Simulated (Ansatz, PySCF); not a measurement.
Gas-phase reaction (SMILES): [Br][AlH][Br] + N (NH3) → [NH2][Al]([Br])[Br] + [H][H] (H2); ammonia cleaves one Al-H bond, a model of a ligand-exchange step.

Structures are relaxed separately at B3LYP-D3(BJ)/def2-TZVP in Ansatz (an electronic-structure program), one conformer each, not searched for the lowest. Valence correlation only, unless marked. No spin-orbit coupling. Frozen are the shells of the preceding noble gas and the d and f shells that filled before the atom's block. Non-relativistic. CBS(X,Y): correlation extrapolated as X^-3; Hartree-Fock from the larger set. Thermal terms are rigid-rotor harmonic-oscillator values from B3LYP-D3(BJ) frequencies (Ansatz or PySCF) at 298.15 K and 1 atm. 1 Eh = 627.5095 kcal/mol.

```json
[
 {"species": "[Br][AlH][Br]", "E, CCSD(T)/CBS(def2-TZVPPD,def2-QZVPPD) (Ansatz) (Eh)": "-5388.10871", "E, B3LYP-D3(BJ)/def2-TZVPD (Ansatz + dftd3) (Eh)": "-5391.56682", "H - E (Eh)": "0.01468"},
 {"species": "N (NH3)", "E, CCSD(T)/CBS(def2-TZVPPD,def2-QZVPPD) (Ansatz) (Eh)": "-56.50452", "E, B3LYP-D3(BJ)/def2-TZVPD (Ansatz + dftd3) (Eh)": "-56.58902", "H - E (Eh)": "0.03799"},
 {"species": "[NH2][Al]([Br])[Br]", "E, CCSD(T)/CBS(def2-TZVPPD,def2-QZVPPD) (Ansatz) (Eh)": "-5443.46782", "E, B3LYP-D3(BJ)/def2-TZVPD (Ansatz + dftd3) (Eh)": "-5447.00414", "H - E (Eh)": "0.03536"},
 {"species": "[H][H] (H2)", "E, CCSD(T)/CBS(def2-TZVPPD,def2-QZVPPD) (Ansatz) (Eh)": "-1.17452", "E, B3LYP-D3(BJ)/def2-TZVPD (Ansatz + dftd3) (Eh)": "-1.17983", "H - E (Eh)": "0.01336"}
]
```

Q: Work out ΔE and ΔH at 298.15 K at the first level, then ΔH at the second.

A: 
1. ΔE = [(-5443.46782) + (-1.17452)] - [(-5388.10871) + (-56.50452)] = -0.02911 Eh = -18.3 kcal/mol at CCSD(T)/CBS(def2-TZVPPD,def2-QZVPPD).
2. The terms H - E add up to -0.00395 Eh, so ΔH = (-0.02911 + (-0.00395))×627.5095 = -20.7 kcal/mol.
3. At B3LYP-D3(BJ)/def2-TZVPD the same steps give ΔE = -17.7 and ΔH = -20.1 kcal/mol, a shift of +0.6 from the first level.
4. These values are not checked against measurement here, since the tables used lack a sound gas-phase enthalpy of formation for at least one species.
